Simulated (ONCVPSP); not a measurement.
## Configuration tests for rubidium (Rb) (ONCV)

* Element: Rb
* Generator: ONCVPSP 4.0.1
* Type: optimised norm-conserving Vanderbilt (ONCV)
* Functional: PBE
* Relativity: scalar-relativistic
* Frozen core: [Ar] 3d10
* Valence charge: 9
* Reference configuration: 4s2 4p6 5s1
* Partial waves: 4s+5s: rc 2.65 bohr, ncon 4, nbas 7, qcut 5.9 1/bohr, 2 projectors; 4p: rc 2.40 bohr, ncon 4, nbas 8, qcut 6 1/bohr, 1 projector; d scattering state at 0.24 Ha: rc 2.90 bohr, ncon 4, nbas 8, qcut 2.9 1/bohr, 2 projectors, debl 3.1 Ha
* Local potential: polynomial inside 2.10 bohr (lpopt 5, dvloc0 0 Ha)
* Core correction: Teter function, fcfact 4.75, rcfact 1.3

Energies are relative to the spin-unpolarised reference configuration 4s2 4p6 5s1; without spin polarisation the order of configurations can differ from experiment.

```
valence configuration  charge  ΔE all-electron (eV)  error AE − PS (meV)
          4s2 4p6 5s0      +1                 4.154                 -0.4
        4s2 4p6 5s0.5    +0.5                 1.578                 -0.1
      4s2 4p6 5s0 5p1       0                 1.520                 -8.6
```

**Question.** What are ΔE and the potential's error for 4s2 4p5 5s1?

**Answer.** ΔE = 21.140 eV all-electron; the error (AE − PS) is -21 meV.

Levels in the configuration 4s2 4p5 5s1:

```tsv
level	all-electron (eV)	pseudo (eV)
4s	-43.144	-43.244
4p	-26.612	-26.647
5s	-8.072	-8.075
```
